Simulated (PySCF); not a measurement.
Below is a simulated gas-phase C 1s photoelectron spectrum of `CCCCCOC` (n-PeOMe).

Every computed line was given a Gaussian of 0.6 eV full width at half maximum and an area set by the number of equivalent atoms; the highest printed point is 100. Method used: delta-SCF UKS SCAN, pcX-2 on the ionised atom, pcseg-1 elsewhere, spin-free X2C (PySCF 2.14.0).

(binding energy (eV), intensity): (289.5, 0), (289.6, 0), (289.7, 2), (289.8, 4), (289.9, 11), (290.0, 22), (290.1, 40), (290.2, 63), (290.3, 85), (290.4, 99), (290.5, 100), (290.6, 87), (290.7, 66), (290.8, 43), (290.9, 24), (291.0, 12), (291.1, 5), (291.2, 3), (291.3, 3), (291.4, 6), (291.5, 12), (291.6, 20), (291.7, 30), (291.8, 39), (291.9, 45), (292.0, 46), (292.1, 42), (292.2, 34), (292.3, 24), (292.4, 15), (292.5, 9), (292.6, 4), (292.7, 2), (292.8, 1), (292.9, 0)

**Question.** Count the maxima, the lines and the sites behind this envelope.

**Answer.** The curve has 2 maxima (at 290.5 and 292.0 eV). Under it lie 6 lines from 6 inequivalent carbon sites. At this width some lines have no maximum of their own.

**Question.** Decompose the envelope and assign each component. Numbering: `[CH3:1][CH2:2][CH2:3][CH2:4][CH2:5][O:6][CH3:7]`.

**Answer.** 
| position (eV) | relative area | line | atoms | environment |
| --- | --- | --- | --- | --- |
| 290.37 | 1 | C 1s | C4 | chain CH2 carbon |
| 290.45 | 1 | C 1s | C3 | chain CH2 carbon |
| 290.48 | 1 | C 1s | C2 | chain CH2 carbon |
| 290.53 | 1 | C 1s | C1 | methyl carbon |
| 291.84 | 1 | C 1s | C5 | sp3 carbon bound to oxygen |
| 292.10 | 1 | C 1s | C7 | methoxy carbon |

**Question.** What are the centre and the root-mean-square width of the whole band?

**Answer.** The area-weighted mean of the lines is 290.96 eV. Their own spread about it is 0.72 eV (rms) and each Gaussian has σ = 0.6/2.355 = 0.25 eV; the variances add, which gives 0.76 eV.

Lowest listed C 1s: C4, bonded to 2 C and 2 H. Highest, 1.73 eV above it: C7, bonded to O and 3 H. Summing the Pauling electronegativity differences to the bonded atoms, each weighted by its formal bond order, gives -0.70 for the lowest site and -0.16 for the highest; the largest sum, +0.19, belongs to C5, 0.26 eV below the top. The smallest sum, -1.05, belongs to C1, 0.16 eV above the lowest. The values 290.45, 290.48 and 290.53 eV lie too close for their order to be trusted.

The curve has no shake-up lines and no vibrational structure. Geometry: PBE0-D3(BJ)/def2-SVP, one conformer, isolated molecule.

On an Arm Neoverse V1 with one thread, on a shared host, this took 88 s of wall time.

The values belong to the conformer `[CH3:1][CH2:2][CH2:3][CH2:4][CH2:5][O:6][CH3:7]`: C1–C2–C3–C4 180°, C2–C3–C4–C5 180°, C3–C4–C5–O6 179°, C4–C5–O6–C7 180°.
